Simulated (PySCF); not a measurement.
Simulated outer-valence photoelectron spectrum of `BC1=C[C+]1C`. Theory: EOM-IP-CCSD/aug-cc-pVDZ in PySCF, restricted Hartree–Fock reference, 5 core orbitals frozen, non-relativistic, gas phase, PBE0-D3(BJ)/def2-SVP geometry.

Each root has a Gaussian of 0.8 eV full width with its one-hole share as area; cross sections and vibrations are left out, and the highest printed point is 100.

```
ionisation energy (eV)  intensity
                  16.5          0
                  16.6          1
                  16.7          2
                  16.8          3
                  16.9          7
                  17.0         13
                  17.1         22
                  17.2         35
                  17.3         51
                  17.4         69
                  17.5         84
                  17.6         96
                  17.7        100
                  17.8         97
                  17.9         89
                  18.0         77
                  18.1         67
                  18.2         61
                  18.3         58
                  18.4         60
                  18.5         65
                  18.6         70
                  18.7         74
                  18.8         76
                  18.9         76
                  19.0         74
                  19.1         69
                  19.2         63
                  19.3         58
                  19.4         53
                  19.5         50
                  19.6         50
                  19.7         52
                  19.8         53
                  19.9         53
                  20.0         49
                  20.1         43
                  20.2         34
                  20.3         25
                  20.4         17
                  20.5         11
                  20.6          6
                  20.7          3
                  20.8          2
                  20.9          1
                  21.0          0
                  21.1          0
```

Where are the maxima, and how many lines lie under the curve?

3 maxima, at 17.7, 18.8 and 19.8 eV, from 5 lines. At this width some lines have no maximum of their own.

List the lines with their holes.

| E (eV) | leading hole (HF orbital) | area | Koopmans (eV) |
| --- | --- | --- | --- |
| 17.63 | HOMO | 0.96 | 17.98 |
| 17.75 | HOMO-1 | 0.96 | 18.66 |
| 18.59 | HOMO-2 | 0.95 | 19.60 |
| 19.10 | HOMO-3 | 0.95 | 19.64 |
| 19.91 | HOMO-4 | 0.95 | 20.92 |

The widest gap, 0.84 eV, lies between 17.75 and 18.59 eV. Only orbitals with −ε under 21 eV, eight at most, were ionised, so the high end of the curve may lack lines.

One conformer stands for the species.
